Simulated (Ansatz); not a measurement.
Relaxing a trial structure of CH10OSi4

The starting geometry of this gas-phase triplet was optimised with GFN2-xTB as a singlet; its bonds are those of `[SiH3]C[SiH]1[SiH2]O[SiH2]1`.

```yaml
atoms:
  - { symbol: C, position_ang: [0.7832, -2.3488, 0.7353] }
  - { symbol: O, position_ang: [1.7952, 1.5346, -0.6634] }
  - { symbol: Si, position_ang: [0.6357, -2.8356, 2.5642] }
  - { symbol: Si, position_ang: [0.2891, -0.5472, 0.3366] }
  - { symbol: Si, position_ang: [1.6894, 1.2228, 0.9671] }
  - { symbol: Si, position_ang: [1.0044, 0.4643, -1.6610] }
  - { symbol: H, position_ang: [-0.7557, -2.6819, 2.9931] }
  - { symbol: H, position_ang: [1.5023, -1.9757, 3.3739] }
  - { symbol: H, position_ang: [1.0355, -4.2359, 2.7409] }
  - { symbol: H, position_ang: [1.8063, -2.5264, 0.4032] }
  - { symbol: H, position_ang: [0.1535, -3.0151, 0.1453] }
  - { symbol: H, position_ang: [-1.1515, -0.4258, 0.6633] }
  - { symbol: H, position_ang: [1.1719, 2.4509, 1.5695] }
  - { symbol: H, position_ang: [3.0642, 1.0064, 1.4275] }
  - { symbol: H, position_ang: [2.0370, -0.1298, -2.5141] }
  - { symbol: H, position_ang: [0.1138, 1.2798, -2.4863] }
```

Task: Predict what it relaxes into with PBE-D3(BJ)/def2-SVP.

Result: A bond breaks, giving a structure given below by its coordinates. Contacts that open: Si4–Si6 (2.35 → 3.91 Å).

The energy falls by 2.57 eV over 33 steps:

```tsv
step	E − E(last) (eV)
1	2.575
5	0.422
8	0.058
12	0.031
15	0.019
19	0.009
22	0.003
26	0.000
29	0.000
33	0.000
```

Final geometry (Å):

```
atom    x (Å)    y (Å)    z (Å)
   C   1.1603  -1.9948   1.3847
   O   1.9181   1.1709  -1.0477
  Si   0.3386  -3.3140   2.4718
  Si   0.5058  -0.2325   1.6640
  Si   1.7429   1.4582   0.6159
  Si   1.0804   0.2450  -2.1753
   H  -1.1483  -3.3160   2.2395
   H   0.5961  -3.0231   3.9255
   H   0.8772  -4.6835   2.1509
   H   2.2570  -2.0075   1.5608
   H   0.9965  -2.2608   0.3149
   H  -0.9739  -0.1673   1.3658
   H   1.0624   2.7849   0.8254
   H   3.1282   1.5204   1.1961
   H   1.9134   0.2134  -3.4322
   H  -0.2806   0.8434  -2.4651
```

No frequencies were run, so the end isn't proven a minimum. Open shells are spin-unrestricted. The triplet needn't be the ground state. Run with Ansatz 0.2.0, 4.2 min on 2 threads of Intel(R) Xeon(R) Processor @ 2.70GHz (shared host).
